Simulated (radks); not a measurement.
The numbers below are computed, except where a source is named.
Isoelectronic series with 3 electrons, all held in the configuration [He] 2s1, which need not be the ground one along the series. Level of theory: Dirac Kohn-Sham, PBE, spin-unpolarised, spherical densities, point nucleus (a radial shooting solver on a logarithmic mesh with Libxc functionals). Total energies (hartree) and mean radii <r> (bohr):

| ion | E (hartree) | 2s1/2 | 1s1/2 |
|---|---|---|---|
| Li | -7.45220 | 3.907 | 0.5819 |
| Be+ | -14.28190 | 2.289 | 0.4198 |
| B2+ | -23.36689 | 1.640 | 0.3282 |
| C3+ | -34.70686 | 1.282 | 0.2693 |
| N4+ | -48.30321 | 1.054 | 0.2283 |
| O5+ | -64.15806 | 0.8947 | 0.1981 |
| F6+ | -82.27398 | 0.7775 | 0.1749 |
| Ne7+ | -102.65398 | 0.6876 | 0.1566 |
| Mg9+ | -150.22017 | 0.5584 | 0.1294 |
| Al10+ | -177.41436 | 0.5104 | 0.1191 |
| Si11+ | -206.88858 | 0.4699 | 0.1102 |
| P12+ | -238.64781 | 0.4354 | 0.1026 |
| S13+ | -272.69742 | 0.4055 | 0.09598 |
| Cl14+ | -309.04320 | 0.3795 | 0.09013 |
| Ar15+ | -347.69134 | 0.3565 | 0.08495 |
| K16+ | -388.64843 | 0.3362 | 0.08032 |
| Ca17+ | -431.92150 | 0.3180 | 0.07616 |
| Sc18+ | -477.51800 | 0.3016 | 0.07240 |
| Ti19+ | -525.44579 | 0.2868 | 0.06899 |
| V20+ | -575.71321 | 0.2734 | 0.06588 |
| Cr21+ | -628.32900 | 0.2611 | 0.06303 |
| Mn22+ | -683.30238 | 0.2499 | 0.06041 |
